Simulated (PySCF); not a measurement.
[PySCF 2.14.0 with density-fitted response routines: shielding tensors at PBE0/pcSseg-1 (GIAO); structure optimised with GFN2-xTB; a single conformation; rapidly exchanging positions averaged; no solvent; non-relativistic Hamiltonian]

δ = σ(ref) − σ, references computed at the same level: TMS for ¹H (31.72 ppm) and ¹³C (186.93 ppm). Acid and N–H amide carbonyl carbons lie up to 10 ppm further downfield in solution (hydrogen bonding). Shifts are as computed. Against solution values, carbons near 30 ppm lie about +3 ppm off and those near 130 ppm about +5 ppm. Of 1211 compounds with measured shifts, 218 miss one by over three times the rms of a fit or turn the order of signals round; such compounds aren't used in these exercises. Groups on amide-type nitrogens are kept apart (slow C–N rotation). OH and NH positions are gas-phase values without hydrogen bonding to other molecules.

(1) Order these molecules by the shift of their most shielded carbon, lowest δ first.
A. C[C@@H](F)C(N)=O
B. N#Cc1cc(F)on1
C. N#Cc1ccc(C#N)c(C#N)c1
D. C=Cc1n[nH]cc1OC
E. C/C(C#N)=N/[Si@@H](O)C=O

(2) Order these molecules by the shift of their most shielded carbon-bound hydrogen, lowest δ first.
A. C[C@@H](F)C(N)=O
B. C/C(C#N)=N/[Si@@H](O)C=O
C. C=Cc1n[nH]cc1OC
D. N#Cc1ccc(C#N)c(C#N)c1
E. COc1oc2ccccc2p1
F. N#Cc1cc(F)on1

(3) How many ¹³C and ¹H signals does each give (equivalence by symmetry and fast rotation, but not about amide C–N or C=N bonds)? `COc1oc2ccccc2p1`, `C[C@@H](F)C(N)=O`, `C=Cc1n[nH]cc1OC`, `C/C(C#N)=N/[Si@@H](O)C=O`, `N#Cc1ccc(C#N)c(C#N)c1`, `N#Cc1cc(F)on1`

## Answers

(1) A (21.7 ppm, methyl carbon), E (36.2 ppm, methyl carbon), D (58.7 ppm, methyl carbon bonded to O), B (93.8 ppm, aromatic CH), C (120.0 ppm, nitrile carbon).

(2) A (1.60 ppm, hydrogen on a methyl carbon), B (2.49 ppm, hydrogen on a methyl carbon), C (3.87 ppm, hydrogen on a methyl carbon bonded to O), E (4.24 ppm, hydrogen on a methyl carbon bonded to O), F (6.05 ppm, hydrogen on an aromatic CH), D (8.12 ppm, hydrogen on an aromatic CH).

(3) COc1oc2ccccc2p1: 8 C, 5 H; C[C@@H](F)C(N)=O: 3 C, 4 H; C=Cc1n[nH]cc1OC: 6 C, 6 H; C/C(C#N)=N/[Si@@H](O)C=O: 4 C, 4 H; N#Cc1ccc(C#N)c(C#N)c1: 9 C, 3 H; N#Cc1cc(F)on1: 4 C, 1 H.
